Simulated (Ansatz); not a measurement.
CH5B (SMILES BC) moved off its minimum; all values from Ansatz (a program for electronic structure), cores frozen in correlated methods.
(charge 0, multiplicity 1)
```xyz
7

B     -0.49712    -0.61412     0.14225
H     -0.09627    -1.60730     0.87369
H     -1.51342    -0.91655    -0.37635
C      0.33409     0.45181    -0.02168
H      0.14575     1.09701     0.71363
H      0.08110     1.11553    -1.08651
H      1.46192     0.48291     0.01734
```

```tsv
level	largest force (eV/Å)	on atom	rms difference from CCSD(T)/cc-pVTZ (eV/Å)	dipole (D)
HF/def2-TZVPP	12.02	C4	0.305	1.21
PBE/def2-TZVPP	10.22	C4	0.359	1.36
r2SCAN/def2-TZVPP	10.44	C4	0.259	1.35
B3LYP/def2-TZVPP	10.47	C4	0.218	1.30
wB97M-V/def2-TZVPP	10.77	C4	0.151	1.33
MP2/cc-pVTZ	11.30	C4	0.083	1.29
CCSD(T)/cc-pVTZ	11.15	C4	0.000	1.27
```

The differences count from one level among others, with limits of its own. Forces at CCSD(T)/cc-pVTZ (eV/Å):

```csv
atom,Fx,Fy,Fz
B1,-2.799,-8.669,1.889
H2,-0.539,1.314,-0.556
H3,-0.487,0.612,-0.178
C4,5.633,6.129,-7.416
H5,-1.292,3.117,3.341
H6,0.591,-1.581,2.936
H7,-1.106,-0.921,-0.015
```
